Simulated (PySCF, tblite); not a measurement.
Isomers of C5H9F3N (doublet state). All values are computed: GFN2-xTB (tblite) harmonic vibrations without scaling, gas phase. Errors from tens to a few hundred cm⁻¹ against measured bands are possible. One conformer each. Open shells enter through the occupations alone, without spin polarisation, and single modes of such species can be off by tens of per cent.

Electronic energies: B3LYP/pcH-1 single points on the GFN2-xTB geometries (PySCF, gas phase).

| SMILES | electronic energy, lowest = 0 (kJ/mol) |
| --- | --- |
| CCNC[C](F)C(F)F | 88.1 |
| C[N]C(C)(C)C(F)(F)F | 23.5 |
| [CH2][C@](C)(NC)C(F)(F)F | 48.3 |
| CC[CH]NCC(F)(F)F | 0.0 |

Question: How do GFN2-xTB zero-point energies change the relative energies?

Answer: 
```csv
SMILES,ZPE (kJ/mol),of it from modes above 1550 cm⁻¹,electronic (kJ/mol),"with ZPE, lowest = 0 (kJ/mol)",lowest mode (cm⁻¹),rings
CC[CH]NCC(F)(F)F,358.3,163.4,0.0,0.0,32,0
C[N]C(C)(C)C(F)(F)F,354.7,161.5,23.5,19.9,57,0
[CH2][C@](C)(NC)C(F)(F)F,353.2,166.6,48.3,43.2,56,0
CCNC[C](F)C(F)F,357.2,160.0,88.1,86.9,36,0
```

The zero-point energies span 5.1 kJ/mol, from `[CH2][C@](C)(NC)C(F)(F)F` to `CC[CH]NCC(F)(F)F`. The order is unchanged.

Question: And how do the electronic energies of GFN2-xTB itself compare?

Answer: `CC[CH]NCC(F)(F)F` 17.0; `C[N]C(C)(C)C(F)(F)F` 0.0; `[CH2][C@](C)(NC)C(F)(F)F` 57.3; `CCNC[C](F)C(F)F` 68.2 kJ/mol, lowest = 0. Against the energies above, taken from the same isomer `CC[CH]NCC(F)(F)F`, the largest difference is 40.5 kJ/mol.

Question: What do entropy and thermal enthalpy add at 298.15 K and 1 bar (rigid rotor, harmonic oscillator, one conformer each)?

Answer: 
| SMILES | point group | symmetry number | S (J/(mol K)) | H − H(0) (kJ/mol) | ZPE + H − H(0) − TS (kJ/mol) |
| --- | --- | --- | --- | --- | --- |
| CC[CH]NCC(F)(F)F | C1 | 1 | 442.8 | 30.48 | 256.8 |
| C[N]C(C)(C)C(F)(F)F | C1 | 1 | 422.0 | 30.45 | 259.4 |
| [CH2][C@](C)(NC)C(F)(F)F | C1 | 1 | 422.3 | 30.99 | 258.3 |
| CCNC[C](F)C(F)F | C1 | 1 | 448.1 | 31.07 | 254.7 |

S holds R ln(2S + 1) for the spin.
